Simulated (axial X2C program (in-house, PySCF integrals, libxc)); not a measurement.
**Worked dissociation energy of KTe⁺: BHandHLYP, two-component**

Computed with an axial X2C code built on PySCF integrals. Two-component (2c) means X2C with spin–orbit coupling and atomic mean-field two-electron Coulomb and Gaunt terms. Basis: Te dyall-cv3z [11s12p8d4f1g], K dyall-cv3z [11s12p6d3f] (cores contracted in-house); Gaussian nuclei, density fitting, unrestricted open shells. Masses: Te 129.906 u, K 38.964 u.

Molecular state: Ω = 1 (⟨Sz⟩ = 0.73, ⟨Lz⟩ = 0.27 at BHandHLYP).

* E(Te) (2M_J = 4): -6790.943863 hartree
* E(K+) (2M_J = 0): -601.971580 hartree
* E(KTe⁺) at Re: -7392.925903 hartree
* ωe: 82.1 cm⁻¹
* ωexe: 0.709 cm⁻¹

Q: Work out De and D0.

A: De = -6790.943863 + (-601.971580) − (-7392.925903) = 0.01046 hartree = 0.285 eV. The zero-point energy is ωe/2 − ωexe/4 = 41 cm⁻¹ = 0.005 eV, so D0 = 0.280 eV.

Occupations by symmetry block were frozen at the best pattern of an incomplete PBE0 search. Dissociation energies refer to the lowest single-determinant-based atoms at the same level and basis. Density functionals use the spin component along the axis (collinear). Other states lie close and PBE0, whose exact exchange favours high spin, may order them wrongly; the determinant shown need not be the ground state. The nearest other 2c determinant of the search, Ω = 2, lies 0.21 eV up at the distance of the search. The functionals have no current-density term, which raises determinants with orbital currents, atoms included. With several unpaired electrons one determinant need not be a pure state. Open-shell Ω = 0 determinants with evenly filled partner blocks cannot be reached by this program, so the Ω shown need not be the lowest component. This is the Ω = 1 component of a π² triplet; the 0⁺ component is not one determinant and can lie lowest.

The bond is weak, and without diffuse functions and with truncated virtuals even CCSD(T) can be tens of per cent off in De.

Each atomic determinant is the lowest at this level and need not be a pure J level. Totals compare only within one Hamiltonian and basis.
